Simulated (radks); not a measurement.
Values are calculated unless marked as measured or tabulated.
Ionisation ladder of rhenium, from Re44+ to Re65+. Each ion is in the ground configuration listed by NIST, and IE = E(next ion) - E(this ion). Code: a radial shooting solver on a logarithmic mesh with Libxc functionals. Model: scalar-relativistic Kohn-Sham, BLYP, spin-polarised, spherical densities, finite nucleus; open shells are filled with parallel spins first (spin-orbit coupling, left out, can overturn this in heavy ions); Fermi nuclear charge, rms radius 5.3698 fm.

| species | configuration | E (hartree) | IE, Delta-SCF (eV) | -e(HOMO) (eV) | HOMO | IE, NIST (eV) | kind | error (eV) |
|---|---|---|---|---|---|---|---|---|
| Re44+ | [Ar] 3d10 4s2 4p1 | -15380.6108 | 2231.6 | 2205.4 | 4p up | 2302 | theory | -70.4 |
| Re45+ | [Ar] 3d10 4s2 | -15298.6011 | 2463.4 | 2437.3 | 4s | 2450 | theory | +13.4 |
| Re46+ | [Ar] 3d10 4s1 | -15208.0724 | 2526.7 | 2499.9 | 4s up | 2514.5 | semi-emp. | +12.2 |
| Re47+ | [Ar] 3d10 | -15115.2186 | 4240.8 | 4178.9 | 3d | 4214 | exp. | +26.8 |
| Re48+ | [Ar] 3d9 | -14959.3734 | 4369.6 | 4307.2 | 3d down | 4335 | theory | +34.6 |
| Re49+ | [Ar] 3d8 | -14798.7940 | 4499.4 | 4436.6 | 3d down | 4468 | theory | +31.4 |
| Re50+ | [Ar] 3d7 | -14633.4432 | 4630.1 | 4566.9 | 3d down | 4609 | theory | +21.1 |
| Re51+ | [Ar] 3d6 | -14463.2887 | 4761.5 | 4698.0 | 3d down | 4745 | theory | +16.5 |
| Re52+ | [Ar] 3d5 | -14288.3053 | 4931.6 | 4865.7 | 3d up | 4877 | theory | +54.6 |
| Re53+ | [Ar] 3d4 | -14107.0724 | 5068.5 | 5002.1 | 3d up | 5099 | theory | -30.5 |
| Re54+ | [Ar] 3d3 | -13920.8078 | 5206.4 | 5139.6 | 3d up | 5236 | theory | -29.6 |
| Re55+ | [Ar] 3d2 | -13729.4764 | 5345.1 | 5277.9 | 3d up | 5388 | theory | -42.9 |
| Re56+ | [Ar] 3d1 | -13533.0488 | 5484.3 | 5416.9 | 3d up | 5528 | theory | -43.7 |
| Re57+ | [Ar] | -13331.5040 | 6034.0 | 5976.0 | 3p | 5919 | theory | +115.0 |
| Re58+ | [Ne] 3s2 3p5 | -13109.7574 | 6156.3 | 6098.6 | 3p down | 6042 | theory | +114.3 |
| Re59+ | [Ne] 3s2 3p4 | -12883.5178 | 6276.9 | 6220.1 | 3p down | 6176 | theory | +100.9 |
| Re60+ | [Ne] 3s2 3p3 | -12652.8470 | 6436.0 | 6375.9 | 3p up | 6300 | theory | +136.0 |
| Re61+ | [Ne] 3s2 3p2 | -12416.3292 | 6561.4 | 6501.7 | 3p up | 6810 | theory | -248.6 |
| Re62+ | [Ne] 3s2 3p1 | -12175.2029 | 6684.7 | 6626.2 | 3p up | 6952 | theory | -267.3 |
| Re63+ | [Ne] 3s2 | -11929.5442 | 7252.9 | 7200.0 | 3s | 7230 | theory | +22.9 |
| Re64+ | [Ne] 3s1 | -11663.0055 | 7389.2 | 7334.9 | 3s up | 7366 | theory | +23.2 |
| Re65+ | [Ne] | -11391.4578 | 16521.3 | 16360.7 | 2p | 16080 | theory | +441.3 |

Reference values: NIST Atomic Spectra Database (exp. = measured, semi-emp. = semi-empirical, theory = theoretical value adopted there). The ionisation energy per charge of the ion left behind rises most, in proportion, at Re65+ ([Ne]), from 113.68 to 250.32 eV. Open shells are spherical and high-spin; term and fine-structure splittings are not resolved. Spin-orbit splitting is averaged out at the scalar-relativistic level.
